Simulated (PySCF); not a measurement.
Ligand exchange on a metal centre used in film growth or etching (Y Cl-OH). Isolated molecules, 0 K electronic values unless said otherwise. One relaxed conformer stands for each flexible species; it need not be the lowest.

The charge on the central atom (Mulliken) from two functionals at the same geometries (r2SCAN-D4/def2-SVP), both in PySCF: PBE-D3(BJ)/def2-TZVP and TPSSh-D3(BJ)/def2-TZVP. 

```
species                                  PBE-D3(BJ)/def2-TZVP (e)  TPSSh-D3(BJ)/def2-TZVP (e)
---------------------------------------  ------------------------  --------------------------
0 of 3 Cl replaced by OH ([Y(Cl)3])                          1.16                        1.30
1 of 3 Cl replaced by OH ([Y(Cl)2(OH)])                      1.24                        1.39
2 of 3 Cl replaced by OH ([Y(Cl)(OH)2])                      1.31                        1.46
```

Over these rows, drawn at random from the members with no instability flagged (it was tested for open shells, ions and some series alone), PBE minus TPSSh-D3(BJ): mean -0.15 e, from -0.15 e to -0.14 e.
